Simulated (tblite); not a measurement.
Compound: C4H6F2N2Si.
Numbering: `[F:1][CH:2]([F:3])[c:4]1[cH:5][n:6]([SiH3:7])[cH:8][n:9]1` (hydrogens: H10 on C2; H11 on C5; H12, H13, H14 on Si7; H15 on C8)

Computed with GFN2-xTB (tblite), gas phase: Langevin dynamics at 300 K from the optimised GFN2-xTB geometry, time step 0.5 fs, friction 0.01 fs⁻¹, 2000 steps. The instantaneous temperature is 2·E(kin)/(3Nk) with all 3N coordinates.

```csv
t (fs),T (K),E(pot) above start (eV),F1–C2 (Å),C2–F3 (Å),C2–C4 (Å),C4–C5 (Å),C5–N6 (Å),C2–H10 (Å),F1–C2–C4–C5 (°)
0,239,0.000,1.362,1.362,1.487,1.366,1.367,1.099,59
25,140,0.254,1.325,1.379,1.535,1.365,1.389,1.115,59
50,215,0.338,1.384,1.352,1.526,1.361,1.381,1.099,64
75,201,0.410,1.383,1.317,1.480,1.340,1.396,1.082,64
100,226,0.336,1.375,1.396,1.483,1.358,1.398,1.114,63
125,256,0.324,1.320,1.391,1.503,1.351,1.401,1.148,59
150,281,0.360,1.366,1.369,1.494,1.362,1.387,1.182,68
175,310,0.395,1.411,1.300,1.475,1.402,1.387,1.134,59
200,275,0.520,1.344,1.470,1.443,1.400,1.372,1.069,65
225,257,0.553,1.369,1.422,1.450,1.435,1.385,1.042,42
250,307,0.514,1.344,1.309,1.488,1.412,1.382,1.122,49
275,293,0.615,1.322,1.360,1.496,1.351,1.410,1.185,37
300,220,0.624,1.323,1.437,1.513,1.356,1.405,1.164,49
325,348,0.489,1.389,1.396,1.475,1.311,1.384,1.129,41
350,266,0.384,1.414,1.343,1.455,1.345,1.390,1.087,60
375,293,0.376,1.371,1.378,1.466,1.355,1.398,1.076,54
400,359,0.469,1.313,1.376,1.498,1.393,1.403,1.072,50
425,328,0.479,1.395,1.352,1.442,1.380,1.408,1.096,46
450,279,0.461,1.452,1.359,1.468,1.359,1.392,1.108,59
475,341,0.439,1.374,1.363,1.496,1.360,1.379,1.108,44
500,299,0.568,1.350,1.373,1.502,1.347,1.375,1.098,57
525,386,0.455,1.379,1.350,1.433,1.353,1.377,1.107,60
550,332,0.482,1.428,1.388,1.439,1.398,1.371,1.111,67
575,298,0.514,1.385,1.389,1.540,1.395,1.403,1.111,61
600,324,0.468,1.289,1.374,1.473,1.357,1.381,1.115,64
625,343,0.463,1.323,1.393,1.486,1.324,1.359,1.103,61
650,301,0.395,1.403,1.366,1.474,1.351,1.386,1.086,55
675,245,0.399,1.445,1.418,1.506,1.368,1.358,1.095,60
700,238,0.488,1.341,1.357,1.432,1.350,1.386,1.159,61
725,261,0.405,1.354,1.347,1.475,1.373,1.401,1.126,76
750,333,0.443,1.349,1.420,1.453,1.393,1.386,1.095,62
775,327,0.413,1.403,1.396,1.497,1.369,1.398,1.069,73
800,248,0.483,1.401,1.357,1.480,1.340,1.392,1.104,83
825,231,0.593,1.334,1.343,1.504,1.370,1.374,1.163,74
850,344,0.283,1.346,1.365,1.501,1.383,1.352,1.156,69
875,242,0.369,1.380,1.339,1.483,1.379,1.362,1.097,50
900,205,0.296,1.360,1.392,1.479,1.366,1.331,1.068,43
925,154,0.402,1.411,1.409,1.469,1.354,1.309,1.052,36
950,236,0.413,1.409,1.405,1.488,1.380,1.341,1.106,39
975,274,0.336,1.357,1.335,1.460,1.365,1.337,1.140,46
1000,216,0.337,1.303,1.354,1.465,1.366,1.337,1.152,34
```

Q: From 500 fs on, how do temperature and potential energy compare with equipartition?

A: The mean temperature of these 21 frames is 278 K against the target 300 K, and the mean potential energy 0.43 eV against 39 × kT/2 = 0.50 eV for 39 classical harmonic modes. For 15 atoms in a canonical ensemble the temperature itself scatters by T·√(2/(3N)) = 63 K; here its standard deviation is 56 K. The whole run lasts only 10 friction times of 100 fs, so these averages carry a wide statistical error.

Q: What are the kinetic and total energies of the listed frame with the highest potential energy?

A: The one at 300 fs, 0.624 eV above the start. Its kinetic energy is 3NkT/2 = 0.426 eV at 220 K, so the sum is 1.05 eV; over the listed frames the sum runs from 0.46 to 1.20 eV, since the thermostat adds and removes energy.

Q: How much do the listed bonds fluctuate from 500 fs on?

A: 
```csv
bond,at the start (Å),mean (Å),standard deviation (Å)
F1–C2,1.362,1.369,0.040
C2–F3,1.362,1.375,0.026
C2–C4,1.487,1.478,0.026
C4–C5,1.366,1.366,0.018
C5–N6,1.367,1.367,0.025
C2–H10,1.099,1.110,0.030
```

The motion is classical and holds no zero-point motion.

What follows is the cost of the whole dynamics run. The run took 23 s wall on Intel Xeon Platinum 8259CL at 2.50 GHz, one thread, no GPU, shared host, and the process peaked at 0.18 GiB of memory.
